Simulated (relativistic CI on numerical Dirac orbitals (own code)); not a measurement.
# Level scheme of Cu XXII

Calculated at this level of theory: Dirac-Coulomb-Breit CI, separate exchange-only KLI orbitals for each configuration, model QED, unscaled Slater integrals (own radial code, finite nucleus).

Configuration list (outside the closed core 1s2): 2s²2p⁴, 2s2p⁵, 2p⁶, 2p⁵3s, 2p⁵3p, 2p⁵3d, 2s²2p³3s, 2s²2p³3p, 2s²2p³3d, 2s2p⁴3s, 2s2p⁴3p, 2s2p⁴3d, 2s²2p³4s, 2s²2p³4p, 2s²2p³4d, 2s²2p³4f, 2s2p⁴4s, 2s2p⁴4p, 2s2p⁴4d, 2s²2p²3s², 2s2p⁴4f, 2s²2p³5s, 2s²2p³5p, 2s²2p²3s3p, 2s²2p³5d, 2s²2p³5f, 2s²2p³5g, 2s²2p²3p², 2s²2p²3s3d, 2s²2p²3p3d, 2s2p³3s², 2s²2p²3d², 2s2p³3s3p, 2s2p⁴5s, 2s2p⁴5p, 2s2p³3p². Levels of other configurations are missing.

```
No.    Configuration  Term  J   E (Ry)    %  Next component (%)       jj configuration (%)
 41       2p³(4S°)3d   ⁵D°  0  85.0679   82              16 ³P°           2p3/2 3d3/2 (62)
 42       2p³(4S°)3d   ⁵D°  1  85.0729   82              10 ³P°           2p3/2 3d3/2 (58)
 43       2p³(4S°)3d   ⁵D°  4  85.1047   80              16 ³F°           2p3/2 3d5/2 (64)
 44       2p³(2D°)3p    ¹D  2  85.1626   55               33 ³P   2p1/2 2p3/2^2 3p3/2 (89)
 45       2p³(2P°)3p    ³S  1  85.2766   36               34 ³P   2p1/2 2p3/2^2 3p3/2 (90)
 46       2p³(2P°)3p    ³D  2  85.3161   72               11 ¹D   2p1/2 2p3/2^2 3p3/2 (73)
 47       2p³(4S°)3d   ³D°  2  85.4740   56              14 ¹D°           2p3/2 3d5/2 (71)
 48       2p³(2P°)3p    ³P  0  85.6448   73               24 ¹S   2p1/2 2p3/2^2 3p1/2 (84)
 49       2p³(4S°)3d   ³D°  3  85.9094   62              12 ⁵D°           2p3/2 3d3/2 (35)
 50       2p³(4S°)3d   ³D°  1  85.9147   86               6 ¹P°           2p3/2 3d5/2 (52)
 51       2p³(2D°)3p    ³P  1  86.0513   52               26 ³S         2p3/2^3 3p3/2 (49)
 52       2p³(2P°)3p    ³D  3  86.1550   64               15 ³F         2p3/2^3 3p3/2 (91)
 53       2p³(2P°)3p    ³P  1  86.3395   38               34 ¹P         2p3/2^3 3p1/2 (55)
 54       2p³(2P°)3p    ¹D  2  86.4568   50               31 ³P         2p3/2^3 3p3/2 (73)
 55       2p³(2D°)3p    ¹D  2  86.5662   49               34 ³P         2p3/2^3 3p1/2 (56)
 56       2p³(2D°)3d   ³F°  2  86.6937   62              23 ³D°   2p1/2 2p3/2^2 3d3/2 (76)
 57       2p³(2D°)3d   ³F°  3  86.7828   61              18 ³D°   2p1/2 2p3/2^2 3d5/2 (53)
 58       2p³(2D°)3d   ¹S°  0  86.8036   66              23 ³P°   2p1/2 2p3/2^2 3d3/2 (54)
 59       2p³(2D°)3d   ³D°  1  86.8135   58              25 ¹P°   2p1/2 2p3/2^2 3d3/2 (59)
 60       2p³(2D°)3d   ³G°  4  86.8474   45              23 ¹G°   2p1/2 2p3/2^2 3d5/2 (67)
 61       2p³(2D°)3d   ³G°  3  86.8523   52              23 ³D°   2p1/2 2p3/2^2 3d3/2 (79)
 62       2p³(2D°)3d   ³F°  4  87.2301   94               3 ³G°   2p1/2 2p3/2^2 3d5/2 (67)
 63       2p³(2D°)3d   ¹G°  4  87.3597   60              34 ³G°   2p1/2 2p3/2^2 3d3/2 (69)
 64       2p³(2D°)3d   ³G°  5  87.3676  100                      2p1/2 2p3/2^2 3d5/2 (100)
 65       2p³(2D°)3d   ³P°  2  87.3677   42              35 ³D°   2p1/2 2p3/2^2 3d5/2 (66)
 66       2p³(2P°)3d   ³P°  1  87.3926   32              28 ¹P°   2p1/2 2p3/2^2 3d5/2 (55)
 67  2s2p⁴(3P)<4P>3s    ⁵P  3  87.5420   94                4 ³D         2s 2p3/2^2 3s (83)
 68       2p³(2D°)3d   ³D°  3  87.6395   81              10 ³F°   2p1/2 2p3/2^2 3d3/2 (56)
 69       2p³(2D°)3d   ³P°  0  87.6609   74              23 ¹S°   2p1/2 2p3/2^2 3d5/2 (79)
 70       2p³(2D°)3d   ³D°  2  87.7412   62              21 ³P°   2p1/2 2p3/2^2 3d3/2 (79)
 71       2p³(2D°)3d   ³P°  1  87.7462   42              29 ¹P°   2p1/2 2p3/2^2 3d5/2 (58)
 72       2p³(2P°)3p    ¹S  0  87.7622   65               31 ³P         2p3/2^3 3p3/2 (84)
 73       2p³(2D°)3d   ¹D°  2  87.8783   47              33 ³P°   2p1/2 2p3/2^2 3d5/2 (62)
 74       2p³(2D°)3d   ³S°  1  87.9867   58              30 ³P°   2p1/2 2p3/2^2 3d3/2 (57)
 75  2s2p⁴(3P)<4P>3s    ⁵P  2  88.1658   55               38 ³P         2s 2p3/2^2 3s (68)
 76       2p³(2D°)3d   ¹F°  3  88.2051   67              23 ³D°   2p1/2 2p3/2^2 3d5/2 (64)
 77       2p³(2P°)3d   ³F°  2  88.3499   67              12 ³D°   2p1/2 2p3/2^2 3d3/2 (54)
 78       2p³(2P°)3d   ³F°  3  88.4694   63              14 ³D°   2p1/2 2p3/2^2 3d5/2 (79)
 79       2p³(2D°)3d   ¹D°  2  88.5905   34              34 ³D°   2p1/2 2p3/2^2 3d5/2 (76)
 80  2s2p⁴(3P)<4P>3s    ⁵P  1  88.7243   90                6 ³S   2s 2p1/2 2p3/2^3 3s (41)
 81  2s2p⁴(3P)<4P>3s    ³P  2  88.8171   54               40 ⁵P   2s 2p1/2 2p3/2^3 3s (58)
 82       2p³(2P°)3d   ³D°  1  88.8362   53              24 ¹P°   2p1/2 2p3/2^2 3d3/2 (85)
 83       2p³(2P°)3d   ³F°  4  89.2188   65              15 ³G°         2p3/2^3 3d5/2 (90)
 84       2p³(2P°)3d   ³P°  0  89.2693   85               8 ¹S°         2p3/2^3 3d3/2 (91)
 85       2p³(2P°)3d   ³P°  2  89.3741   47              24 ¹D°         2p3/2^3 3d5/2 (87)
```

Energies count from the lowest computed level; ° marks odd parity. Percentages are summed over parent terms; the parents shown are those of the largest component, closed shells are left out there, and <> holds an intermediate term. Filled j subshells are mostly left out of the jj labels.

The mean weight of the leading LS term, summed over parents, in these 45 levels is 62 %, and that of the leading jj configuration (from the same eigenvectors) 69 %.

At this charge energies of transitions that change n are usually good to better than 1 %, and those within a shell (Δn = 0) to a few per cent.

LS names give the leading component of a level, which can be under half, so a name can repeat, a term be missing and a line seem to break the LS rules.
